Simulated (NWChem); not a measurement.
Everything below was run with NWChem. System: tetrasilane (H10Si4), charge 0, spin multiplicity 1, at a geometry optimised with PBE0/def2-SVP. Level: G0W0@B3LYP/def2-SVP, RI basis def2-svp-rifit, VWN1-RPA local correlation.

The NWChem input:

```
start mol
memory heap 200 mb stack 700 mb global 1700 mb
geometry units angstroms nocenter noautoz noautosym
  Si     2.061359    -1.007725     0.909265
  Si     1.068595     1.040550     0.328161
  Si    -0.724724     0.694319    -1.151424
  Si    -2.384405    -0.622075    -0.135869
  H      3.213830    -0.797561     1.838705
  H      1.054968    -1.886902     1.581534
  H      2.553457    -1.700768    -0.321354
  H      2.093202     1.932677    -0.302324
  H      0.559339     1.713450     1.565816
  H     -0.220793    -0.002652    -2.377885
  H     -1.311762     2.008047    -1.567025
  H     -2.867740     0.044136     1.112925
  H     -3.545344    -0.821490    -1.057111
  H     -1.820714    -1.959907     0.224868
end
basis spherical
  * library def2-svp
end
basis "ri basis" bse spherical
  * library def2-svp-rifit
end
dft
  xc b3lyp
  iterations 100
  direct
  tolerances tight
end
task dft energy
gw
  states alpha occ 4 vir 2
end
task dft gw
```

Part of the output:

```
             Northwest Computational Chemistry Package (NWChem) 7.3.0
             --------------------------------------------------------

                                NWChem Input Module
                                -------------------

 Scaling coordinates for geometry "geometry" by  1.889725989
 (inverse scale =  0.529177249)

                             Geometry "geometry" -> ""
                             -------------------------

 Output coordinates in angstroms (scale by  1.889725989 to convert to a.u.)

  No.       Tag          Charge          X              Y              Z
 ---- ---------------- ---------- -------------- -------------- --------------
    1 Si                  14.0000     2.06135900    -1.00772500     0.90926500
    2 Si                  14.0000     1.06859500     1.04055000     0.32816100
    3 Si                  14.0000    -0.72472400     0.69431900    -1.15142400
    4 Si                  14.0000    -2.38440500    -0.62207500    -0.13586900
    5 H                    1.0000     3.21383000    -0.79756100     1.83870500
    6 H                    1.0000     1.05496800    -1.88690200     1.58153400
    7 H                    1.0000     2.55345700    -1.70076800    -0.32135400
    8 H                    1.0000     2.09320200     1.93267700    -0.30232400
    9 H                    1.0000     0.55933900     1.71345000     1.56581600
   10 H                    1.0000    -0.22079300    -0.00265200    -2.37788500
   11 H                    1.0000    -1.31176200     2.00804700    -1.56702500
   12 H                    1.0000    -2.86774000     0.04413600     1.11292500
   13 H                    1.0000    -3.54534400    -0.82149000    -1.05711100
   14 H                    1.0000    -1.82071400    -1.95990700     0.22486800

 Effective nuclear repulsion energy (a.u.)     322.5379982059

            Nuclear Dipole moment (a.u.)
            ----------------------------
        X                 Y               Z
 ---------------- ---------------- ----------------
    -0.0000132281    -0.0000075589     0.0000207870


 Summary of "ao basis" -> "" (spherical)
 ------------------------------------------------------------------------------
       Tag                 Description            Shells   Functions and Types
 ---------------- ------------------------------  ------  ---------------------
 *                          def2-svp                  on all atoms

 new library libraries.bse/

 Summary of "ri basis" -> "" (spherical)
 ------------------------------------------------------------------------------
       Tag                 Description            Shells   Functions and Types
 ---------------- ------------------------------  ------  ---------------------
 *                       def2-svp-rifit               on all atoms

                                 NWChem DFT Module
                                 -----------------

 Summary of "ao basis" -> "ao basis" (spherical)
 ------------------------------------------------------------------------------
       Tag                 Description            Shells   Functions and Types
 ---------------- ------------------------------  ------  ---------------------
 Si                         def2-svp                 8       18   4s3p1d
 H                          def2-svp                 3        5   2s1p

 Summary of "ao basis" -> "ao basis" (spherical)
 ------------------------------------------------------------------------------
       Tag                 Description            Shells   Functions and Types
 ---------------- ------------------------------  ------  ---------------------
 Si                         def2-svp                 8       18   4s3p1d
 H                          def2-svp                 3        5   2s1p

            General Information
            -------------------
          SCF calculation type: DFT
          Wavefunction type:  closed shell.
          No. of atoms     :    14
          No. of electrons :    66
           Alpha electrons :    33
            Beta electrons :    33
          Charge           :     0
          Spin multiplicity:     1
          Use of symmetry is: off; symmetry adaption is: off
          Maximum number of iterations: 100
          This is a Direct SCF calculation.
          AO basis - number of functions:   122
                     number of shells:    62
          Convergence on energy requested:  1.00D-06
          Convergence on density requested:  1.00D-05
          Convergence on gradient requested:  5.00D-04

              XC Information
              --------------
                         B3LYP Method XC Potential
                     Hartree-Fock (Exact) Exchange  0.200
                        Slater Exchange Functional  0.800 local
                    Becke 1988 Exchange Functional  0.720 non-local
              Lee-Yang-Parr Correlation Functional  0.810
                  VWN I RPA Correlation Functional  0.190 local

             Grid Information
             ----------------
          Grid used for XC integration:  medium
          Radial quadrature: Mura-Knowles
          Angular quadrature: Lebedev.
          Tag              B.-S. Rad. Rad. Pts. Rad. Cut. Ang. Pts.
          ---              ---------- --------- --------- ---------
          Si                  1.10       88          13.0       590
          H                   0.35       45          14.0       434
          Grid pruning is: on
          Number of quadrature shells:   802
          Spatial weights used:  Erf1

          Convergence Information
          -----------------------
[...]
          CD Gaussian exp screening on grid/accCDfunc:  20
          XC Gaussian exp screening on grid/accXCfunc:  20
          Schwarz screening/accCoul:  1.00D-08

      Superposition of Atomic Density Guess
      -------------------------------------

 Sum of atomic energies:       -1159.94696742

      Non-variational initial energy
      ------------------------------

 Total energy =   -1161.229884
 1-e energy   =   -2249.914807
 2-e energy   =     766.146924
 HOMO         =      -0.293936
 LUMO         =       0.051939

 Grid integrated density:      65.999853468364
 Requested integration accuracy:   0.10E-05

   convergence    iter        energy       DeltaE   RMS-Dens  Diis-err    time
 ---------------- ----- ----------------- --------- --------- ---------  ------
 d= 0,ls=0.0,diis     1  -1163.6439323420 -1.49D+03  5.54D-03  2.82D-01     4.2
 Grid integrated density:      65.999882013848
 Requested integration accuracy:   0.10E-05
 d= 0,ls=0.0,diis     2  -1163.6782090737 -3.43D-02  2.84D-03  3.24D-02     7.1
 Grid integrated density:      65.999881461424
 Requested integration accuracy:   0.10E-05
 d= 0,ls=0.0,diis     3  -1163.6830445756 -4.84D-03  9.75D-04  1.25D-02    10.0
 Grid integrated density:      65.999880077995
 Requested integration accuracy:   0.10E-05
 d= 0,ls=0.0,diis     4  -1163.6855771317 -2.53D-03  1.19D-04  8.85D-05    12.9
 Grid integrated density:      65.999880651946
 Requested integration accuracy:   0.10E-05
 d= 0,ls=0.0,diis     5  -1163.6855943440 -1.72D-05  3.41D-05  1.14D-05    15.9
 Grid integrated density:      65.999880562229
 Requested integration accuracy:   0.10E-05
 d= 0,ls=0.0,diis     6  -1163.6855967369 -2.39D-06  5.63D-06  2.67D-07    18.8
 Grid integrated density:      65.999880550891
 Requested integration accuracy:   0.10E-05
 d= 0,ls=0.0,diis     7  -1163.6855967889 -5.19D-08  1.49D-06  1.38D-08    21.7

         Total DFT energy =    -1163.685596788877
      One electron energy =    -2253.244816703428
           Coulomb energy =      854.416738765680
    Exchange-Corr. energy =      -87.395517057035
 Nuclear repulsion energy =      322.537998205906

 Numeric. integr. density =       65.999880550891

     Total iterative time =     21.1s

                       DFT Final Molecular Orbital Analysis
                       ------------------------------------

 Vector   31  Occ=2.000000D+00  E=-3.193926D-01
              MO Center=  7.2D-02,  3.7D-01, -1.7D-01, r^2= 5.7D+00
   Bfn.  Coefficient  Atom+Function         Bfn.  Coefficient  Atom+Function
  ----- ------------  ---------------      ----- ------------  ---------------
    93     -0.223037   9 H  s                98     -0.223076  10 H  s
    46      0.221257   3 Si pz               27     -0.183142   2 Si py
    49      0.182893   3 Si pz               30     -0.160001   2 Si py
    94     -0.147410   9 H  s                99     -0.147488  10 H  s
     9      0.134375   1 Si py               28     -0.122603   2 Si pz

 Vector   32  Occ=2.000000D+00  E=-2.979695D-01
              MO Center=  3.4D-02,  1.7D-01, -8.0D-02, r^2= 6.4D+00
   Bfn.  Coefficient  Atom+Function         Bfn.  Coefficient  Atom+Function
  ----- ------------  ---------------      ----- ------------  ---------------
    27     -0.205601   2 Si py                9      0.191139   1 Si py
    30     -0.177199   2 Si py               88     -0.161052   8 H  s
   103      0.161117  11 H  s                12      0.151873   1 Si py
    45      0.139622   3 Si py               62     -0.139327   4 Si px
    46     -0.125712   3 Si pz               65     -0.124405   4 Si px

 Vector   33  Occ=2.000000D+00  E=-2.839380D-01
              MO Center=  7.8D-02,  3.9D-01, -1.9D-01, r^2= 5.5D+00
   Bfn.  Coefficient  Atom+Function         Bfn.  Coefficient  Atom+Function
  ----- ------------  ---------------      ----- ------------  ---------------
    44      0.253933   3 Si px               47      0.227896   3 Si px
    26     -0.223010   2 Si px               29     -0.202883   2 Si px
    28     -0.159837   2 Si pz                9     -0.137417   1 Si py
    31     -0.135809   2 Si pz               41     -0.135828   3 Si px
    62     -0.133323   4 Si px               23      0.119754   2 Si px

 Vector   34  Occ=0.000000D+00  E=-9.531123D-03
              MO Center=  6.4D-02,  3.0D-01, -1.4D-01, r^2= 6.9D+00
   Bfn.  Coefficient  Atom+Function         Bfn.  Coefficient  Atom+Function
  ----- ------------  ---------------      ----- ------------  ---------------
   104      0.616547  11 H  s                89      0.603605   8 H  s
    48     -0.552198   3 Si py               74      0.468471   5 H  s
   114      0.461554  13 H  s                31      0.356267   2 Si pz
    67      0.350069   4 Si pz               11     -0.339615   1 Si px
    30     -0.311115   2 Si py               12     -0.285955   1 Si py

 Vector   35  Occ=0.000000D+00  E=-7.993779D-03
              MO Center=  4.7D-02,  2.7D-01, -1.3D-01, r^2= 6.8D+00
   Bfn.  Coefficient  Atom+Function         Bfn.  Coefficient  Atom+Function
  ----- ------------  ---------------      ----- ------------  ---------------
    31      0.611719   2 Si pz               67      0.455467   4 Si pz
    49      0.451786   3 Si pz               48      0.412230   3 Si py
    94     -0.409093   9 H  s                99      0.404872  10 H  s
    89      0.383003   8 H  s               104     -0.361593  11 H  s
   114      0.350316  13 H  s                12      0.343973   1 Si py

 Vector   36  Occ=0.000000D+00  E= 1.411997D-02
              MO Center=  1.1D-01,  4.2D-01, -1.8D-01, r^2= 6.3D+00
   Bfn.  Coefficient  Atom+Function         Bfn.  Coefficient  Atom+Function
  ----- ------------  ---------------      ----- ------------  ---------------
    29      0.851788   2 Si px               22     -0.774303   2 Si s
    47      0.774886   3 Si px               40      0.765707   3 Si s
    94      0.492392   9 H  s                99     -0.472437  10 H  s
    79      0.380794   6 H  s               119     -0.348493  14 H  s
    49      0.301350   3 Si pz               21     -0.273356   2 Si s

 center of mass
 --------------
 x =   0.00447361 y =   0.02257131 z =  -0.01071247

 moments of inertia (a.u.)
 ------------------
         672.877475330531          -0.840652847351        -373.044691284756
          -0.840652847351        1629.956059718289         144.910751929453
        -373.044691284756         144.910751929453        1710.458597451094

     Multipole analysis of the density
     ---------------------------------

     L   x y z        total         alpha         beta         nuclear
     -   - - -        -----         -----         ----         -------
     0   0 0 0     -0.000000    -33.000000    -33.000000     66.000000

     1   1 0 0      0.006070      0.003042      0.003042     -0.000013
     1   0 1 0      0.030665      0.015336      0.015336     -0.000008
     1   0 0 1     -0.014518     -0.007270     -0.007270      0.000021

     2   2 0 0    -46.059378   -399.701873   -399.701873    753.344369
     2   1 1 0     -0.080224     -0.101329     -0.101329      0.122433
     2   1 0 1     -0.057695   -101.974753   -101.974753    203.891811
     2   0 2 0    -46.202097   -137.112450   -137.112450    228.022802
     2   0 1 1      0.222427     40.331413     40.331413    -80.440400
     2   0 0 2    -45.879090   -113.906607   -113.906607    181.934124

 Task  times  cpu:       21.7s     wall:       21.7s

                                NWChem Input Module
                                -------------------

                                 NWChem GW Module
                                 ----------------

                             ***********************
                             ***        GW       ***
                             ***********************

 Summary of "ri basis" -> "ri basis" (spherical)
 ------------------------------------------------------------------------------
       Tag                 Description            Shells   Functions and Types
 ---------------- ------------------------------  ------  ---------------------
 Si                      def2-svp-rifit             20       62   8s5p5d2f
 H                       def2-svp-rifit              6       14   3s2p1d

                 Memory Information
                 ------------------
          Available GA per process is          1699.9 MBs
          Available stack per process is        700.0 MBs
          Available heap per process is           0.0 MBs

          Peak memory in Initialization
              Peak GA per process is                 13.8 MBs
              Peak stack per process is               0.1 MBs
              Peak heap per process is               14.3 MBs
              Memory not in MA per process            0.0 MBs

          Peak memory in AFF Calculation
              Peak GA per process is                 86.9 MBs
              Peak stack per process is              65.8 MBs
              Peak heap per process is                0.0 MBs
              Memory not in MA per process           65.8 MBs

          Computing 2-center integrals
          Computing Inverse Cholesky factor
          Computing 3-center integrals
          Computing V_xc ...

 Grid integrated density:      65.999880556140
 Requested integration accuracy:   0.10E-05
          Computing Sigma_x
          Computing RPA polarizability
          Solving quasiparticle equations

                  Alpha Orbitals
          State     Energy (eV)     Error (eV)
          -----------------------------------
@GW        30        -11.498           0.005
@GW        31        -10.509           0.004
@GW        32         -9.780           0.004
@GW        33         -9.225           0.003
@GW        34          1.937           0.005
@GW        35          1.994           0.005

   Applying  -1.4990 eV scissor-shift to rest of particle states

   Applying   2.1963 eV scissor-shift to rest of hole states

     GW Timing Statistics
   ------------------------
   Init.   :          0.1s
     ERIs  :          1.9s
     Distr.:          0.0s
     Vxc   :          3.5s
   Sigma_x :          0.0s
   RPA     :          8.5s
   Wmn     :          0.1s
   Sigma_c :          0.1s
   GW total:         14.2s

 Task  times  cpu:       14.2s     wall:       14.2s

 Total times  cpu:       36.0s     wall:       36.0s
```
